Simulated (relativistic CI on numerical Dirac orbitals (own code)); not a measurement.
## Ligand-field terms of d3

Computed with a parametric ligand-field model of a d^n configuration (Racah B and C, spin-orbit zeta, crystal field), exact diagonalisation.

Field parameters in Wybourne normalisation: Oh B⁴₀ = 21Dq, B⁴₄ = √(5/14) B⁴₀; Td as Oh with Dq negative (B⁴₀ = 21Dq, B⁴₄ = √(5/14) B⁴₀). The field is a parameter set, without covalency.

(1) Ground term and bands for B = 510, C = 2410, ζ = 0 cm⁻¹, Oh, 10Dq = 17100 cm⁻¹?

(2) A d3 ion in Td symmetry has the ground term 4T1 and bands at 2E 6985 cm⁻¹ (1432 nm), 4T2 9137 cm⁻¹ (1094 nm), 2T1 15369 cm⁻¹ (651 nm), 2T2 15894 cm⁻¹ (629 nm), 4A2 19437 cm⁻¹ (514 nm), 4T1 19824 cm⁻¹ (504 nm). Which parameters reproduce them?

(3) Ground term and bands for B = 550, C = 2330, ζ = 0 cm⁻¹, Oh, 10Dq = 34850 cm⁻¹?

(4) Ground term and bands for B = 980, C = 4560, ζ = 0 cm⁻¹, Oh, 10Dq = 24150 cm⁻¹?

(5) Ground term and bands for B = 500, C = 2230, ζ = 0 cm⁻¹, Oh, 10Dq = 29300 cm⁻¹?

Results:

(1) Ground term 4A2 with 0.00 electrons in the two orbitals of the cubic e set. Spin-allowed: 4T2 17100 cm⁻¹ (585 nm), 4T1 22512 cm⁻¹ (444 nm), 4T1 36438 cm⁻¹ (274 nm). Lowest spin-forbidden: 2E 11112 cm⁻¹ (900 nm), 2T1 11524 cm⁻¹ (868 nm), 2T2 17149 cm⁻¹ (583 nm). With an A2 ground term the first spin-allowed band lies at |10Dq| itself.

(2) B = 790, C = 3760, ζ = 0 cm⁻¹, Td, 10Dq = -10300 cm⁻¹.

(3) Ground term 4A2 with 0.00 electrons in the two orbitals of the cubic e set. Spin-allowed: 4T2 34850 cm⁻¹ (287 nm), 4T1 41090 cm⁻¹ (243 nm), 4T1 71710 cm⁻¹ (139 nm). Lowest spin-forbidden: 2E 11413 cm⁻¹ (876 nm), 2T1 11755 cm⁻¹ (851 nm), 2T2 18419 cm⁻¹ (543 nm). With an A2 ground term the first spin-allowed band lies at |10Dq| itself.

(4) Ground term 4A2 with 0.00 electrons in the two orbitals of the cubic e set. Spin-allowed: 4T2 24150 cm⁻¹ (414 nm), 4T1 33914 cm⁻¹ (295 nm), 4T1 53236 cm⁻¹ (188 nm). Lowest spin-forbidden: 2E 20912 cm⁻¹ (478 nm), 2T1 21773 cm⁻¹ (459 nm), 2T2 31384 cm⁻¹ (319 nm). With an A2 ground term the first spin-allowed band lies at |10Dq| itself.

(5) Ground term 4A2 with 0.00 electrons in the two orbitals of the cubic e set. Spin-allowed: 4T2 29300 cm⁻¹ (341 nm), 4T1 34942 cm⁻¹ (286 nm), 4T1 60458 cm⁻¹ (165 nm). Lowest spin-forbidden: 2E 10688 cm⁻¹ (936 nm), 2T1 11010 cm⁻¹ (908 nm), 2T2 17157 cm⁻¹ (583 nm). With an A2 ground term the first spin-allowed band lies at |10Dq| itself.
